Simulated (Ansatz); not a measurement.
Job for Ansatz (an electronic-structure program): R-B3LYP/def2-TZVPP on F2Mg (SMILES [F][Mg][F]), atoms moved off the minimum.

Ansatz 0.2 input:
```yaml
crystal:
  periodic: [false, false, false]
  atoms:
    - {symbol: Mg, position_ang: [-0.06105926, 0.03749713, 0.08090358]}
    - {symbol: F, position_ang: [0.03909266, -0.00322553, 1.71726120]}
    - {symbol: F, position_ang: [0.01020674, 0.01671668, -1.69747263]}
basis:
  gaussian:
    orbitals: def2-TZVPP
hamiltonian:
  xc: {name: B3LYP}
scf: {lower_state_search: off}
output: {forces: true}
```

The head of its log:

```
WARN ansatz: RAYON_NUM_THREADS=1 ignored (pool sized by the plan → 1); use --threads N
Functional definition: B3LYP
these checks for a lower state are left out or cut short: stability, starts, cluster_reference, orbital_swaps, neighbouring_geometries, increment
integrals: 0.02 GiB planned
600 factors; their error is unknown
mean field: 0.22 GiB planned
mean field evaluation 1: about -10878.3762 eV, gradient 6.5e1 eV
mean field evaluation 2: about -10849.9397 eV, gradient 1.5e2 eV
```

Predict the final total energy.

-400.0043 hartree.
